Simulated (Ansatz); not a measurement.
Consider the formal exchange of groups at the In–Si bond: `[CH3][In]([SiH3])[Cl]` + `N=C(N)N` → `[CH3][In]([NH2])[Cl]` + `N=C(N)[SiH3]`.

Gas-phase electronic energies from Ansatz, PBE0-D4/def2-TZVP geometries. CCSD(T)/CBS adds triple-zeta CCSD(T) − MP2 to the extrapolated MP2 energy (def2 sets, frozen cores). Functionals use def2-TZVPP. B3LYP here is the variant with VWN-RPA as its local correlation; programs differ in this. HSE06 is defined as in plane-wave codes. Elements past krypton have def2 core potentials. For In outer-core shells are correlated without core-valence functions, which leaves a few kJ/mol of doubt a bond. One conformer a species, not always the lowest.

Question: Is it downhill or uphill in electronic energy at CCSD(T)/CBS, and by how much? (An estimate is asked.)

Answer: Ansatz gave: Uphill: ΔE = +20.7 kJ/mol.

Question: What do these levels give: revPBE-D4, B97M-V, B3LYP-D4, B2PLYP, HSE06, HF/def2-SVP, CCSD/def2-SVP, HF/def2-TZVPP, SCS-MP2/def2-TZVPP, CCSD(T)/def2-TZVPP, HF/def2-QZVPP, MP2/CBS(def2)? (Estimate.)

Answer: Ansatz gave: revPBE-D4 37.2, B97M-V 39.9, B3LYP-D4 31.6, B2PLYP 26.7, HSE06 45.8, HF/def2-SVP 62.4, CCSD/def2-SVP 46.5, HF/def2-TZVPP 39.8, SCS-MP2/def2-TZVPP 19.4, CCSD(T)/def2-TZVPP 25.2, HF/def2-QZVPP 38.1, MP2/CBS(def2) 16.4 kJ/mol.

Largest T1 diagnostic among the species: 0.014.

From BLYP to BHLYP (50 % exact exchange), in def2-TZVPP and without D4, ΔE moves by +9.2 kJ/mol. In def2-TZVPP, CCSD(T) changes the Hartree–Fock value by −14.6 kJ/mol (the triples alone add −3.3 kJ/mol) and MP2 by −18.9 kJ/mol.
